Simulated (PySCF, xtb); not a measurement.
(E)-2-chlorobut-2-ene (C4H7Cl), SMILES C/C=C(\C)Cl. Atoms are numbered in the order given.

```xyz
12

C      0.3618     2.4246     0.0000
C      0.7033     0.9647     0.0000
C     -0.1629    -0.0565     0.0000
C     -1.6590    -0.0186     0.0000
Cl     0.4741    -1.7059     0.0000
H      0.7926     2.9258     0.8841
H     -0.7203     2.6146     0.0000
H      0.7926     2.9258    -0.8841
H      1.7689     0.7149     0.0000
H     -2.0576    -0.5390     0.8861
H     -2.0576    -0.5390    -0.8861
H     -2.0375     1.0123     0.0000
```

Coordinates come from a B3LYP-D3(BJ)/def2-SVP optimisation.

Computed with IEF-PCM-PBE0/def2-SVP (PySCF 2.14.0).

The values are the electrostatic part of the solvation free energy, E(continuum) − E(gas) at the gas-phase geometry, in a cavity of scaled van der Waals radii (PySCF's table); cavitation and dispersion terms are not included. In vacuum the orbital gap is 7.22 eV. The dipole moment in vacuum is 1.95 D.

Q: Estimate the values in water (ε = 78.36), ethylethanoate (ε = 5.99), toluene (ε = 2.37). (An estimate is asked for; the answer gives what the named calculation found.)

A: 
```json
[
 {"solvent": "water", "ε": "78.36", "ΔG(elec) (kcal/mol)": "-2.4", "dipole (D)": "2.55", "gap (eV)": "7.29"},
 {"solvent": "ethylethanoate", "ε": "5.99", "ΔG(elec) (kcal/mol)": "-1.9", "dipole (D)": "2.42", "gap (eV)": "7.28"},
 {"solvent": "toluene", "ε": "2.37", "ΔG(elec) (kcal/mol)": "-1.1", "dipole (D)": "2.23", "gap (eV)": "7.25"}
]
```

For comparison, GFN2-xTB/ALPB(water) (xtb, at the GFN2-xTB geometry, all terms of that model) gives -2.1 kcal/mol.
